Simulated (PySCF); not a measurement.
B(SH)3 (BH₃S₃), SMILES SB(S)S. Atoms are numbered in the order given.

```xyz
7

B      0.0075    -0.0117     0.0000
S     -1.6325     0.7546     0.0000
H     -1.2114     2.0379     0.0000
S      0.0074    -1.8202     0.0000
H      1.3438    -2.0023     0.0000
S      1.4632     1.0603     0.0000
H      2.4199     0.1081     0.0000
```

Geometry optimised at PBE0-D3(BJ)/def2-SVP. Other conformers were not sampled.

All values below come from PBE0/pcJ-1 (PySCF).

Isotropic couplings with Fermi-contact, spin-dipole and both spin-orbit terms, one fixed conformer, no vibrational averaging. Isotopes: 11B, 1H.

```json
[
 {"pair": "B1–H3", "bonds apart": "2", "J (Hz)": "(withheld)"},
 {"pair": "B1–H5", "bonds apart": "2", "J (Hz)": "(withheld)"},
 {"pair": "B1–H7", "bonds apart": "2", "J (Hz)": "(withheld)"},
 {"pair": "H3–H5", "bonds apart": "4", "J (Hz)": "3.6"},
 {"pair": "H5–H7", "bonds apart": "4", "J (Hz)": "1.1"}
]
```

Question: Complete the blanks. (The exact figures need the calculation; the answer reports its results.)

Answer: 
- B1–H3, J (Hz): -4.9
- B1–H5, J (Hz): -5.4
- B1–H7, J (Hz): -5.2
